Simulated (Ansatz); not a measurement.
Molecule: HTe$_{2}$, net charge 0, doublet state. It need not be the lowest isomer of its formula. 
Coordinates optimised at B3LYP-D3(BJ)/def2-TZVP (Ansatz, a program for electronic structure):
```
Te
H 1 1.6733
Te 1 2.6527 2 98.24
```
Charge 0, spin multiplicity 2.

Basis-set convergence of Hartree-Fock and CCSD(T) correlation energies (hartree) with Ansatz. Correlated levels leave the core frozen unless marked. UHF or UKS for open shells. No spin-orbit coupling. Frozen are the shells of the preceding noble gas and the d and f shells that filled before the atom's block. In def2 rows, elements after Kr have scalar-relativistic effective core potentials.

| basis | functions | E(HF) | E(corr, CCSD(T)) |
|---|---|---|---|
| def2-SVPD | 78 | -534.59095 | -0.22421 |
| def2-TZVPPD | 135 | -534.61297 | -0.29031 |
| def2-QZVPPD | 215 | -534.61652 | -0.31800 |

Extrapolating the two largest sets (X = 3 and 4) as X^-3: E(corr) = (64·(-0.31800) - 27·(-0.29031))/37 = -0.3382 Eh, an estimate of the basis-set limit. The largest set recovers 94.0 % of it, the smallest 66.3 %.
